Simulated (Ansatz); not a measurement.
C$_{2}$H$_{4}$ClIn, 8 atoms. Charge 0, multiplicity 1. Correlated methods include outer-core shells of In, which these sets cover unevenly. In takes the def2 core potential. The bonds changed during the relaxation, so this is another structure than the one it started from. All runs use 2 threads of an Arm Neoverse V1 on a shared host. Correlated methods freeze the cores.

How many basis functions does each run have, and how long does it take in Ansatz? RKS ωB97M-V/def2-QZVPP energy; RHF-CCSD(T)/def2-SVP energy; RHF-MP2/def2-QZVPP energy; RKS PBE0-D4/def2-SVP energy; RKS r2SCAN-D4/def2-TZVPP energy and forces; RKS ωB97X-V/def2-TZVPP energy; RKS ωB97M-V/def2-SVP energy; RKS PBE0-D4/def2-TZVP frequencies; RKS SPW92 (LDA)/def2-TZVPP energy; RKS PBE0-D4/def2-TZVP relaxation (8 steps); RKS PBE0-D4/def2-QZVPP energy; RKS HSE06 (plane-wave form)-D4/def2-TZVPP energy. (An estimate is asked.)

Ansatz gave: Other jobs shared the machine, so times are rough.

```json
{"level": "RKS PBE0-D4/def2-SVP", "job": "energy", "functions": "92", "wall time": "2.1 s", "peak host memory (GiB)": "0.18"}
{"level": "RKS SPW92 (LDA)/def2-TZVPP", "job": "energy", "functions": "210", "wall time": "2.1 s", "peak host memory (GiB)": "0.25"}
{"level": "RKS HSE06 (plane-wave form)-D4/def2-TZVPP", "job": "energy", "functions": "210", "wall time": "6 s", "peak host memory (GiB)": "0.52"}
{"level": "RHF-CCSD(T)/def2-SVP", "job": "energy", "functions": "92", "wall time": "8 s", "peak host memory (GiB)": "0.35"}
{"level": "RKS r2SCAN-D4/def2-TZVPP", "job": "energy and forces", "functions": "210", "wall time": "9.5 s", "peak host memory (GiB)": "0.28"}
{"level": "RKS ωB97M-V/def2-SVP", "job": "energy", "functions": "92", "wall time": "11 s", "peak host memory (GiB)": "0.28"}
{"level": "RKS PBE0-D4/def2-QZVPP", "job": "energy", "functions": "386", "wall time": "15 s", "peak host memory (GiB)": "1.1"}
{"level": "RKS ωB97X-V/def2-TZVPP", "job": "energy", "functions": "210", "wall time": "15 s", "peak host memory (GiB)": "0.61"}
{"level": "RHF-MP2/def2-QZVPP", "job": "energy", "functions": "386", "wall time": "33 s", "peak host memory (GiB)": "1.8"}
{"level": "RKS ωB97M-V/def2-QZVPP", "job": "energy", "functions": "386", "wall time": "41 s", "peak host memory (GiB)": "1.4"}
{"level": "RKS PBE0-D4/def2-TZVP", "job": "relaxation (8 steps)", "functions": "173", "wall time": "55 s", "peak host memory (GiB)": "0.43"}
{"level": "RKS PBE0-D4/def2-TZVP", "job": "frequencies", "functions": "173", "wall time": "3.6 min", "peak host memory (GiB)": "0.43"}
```
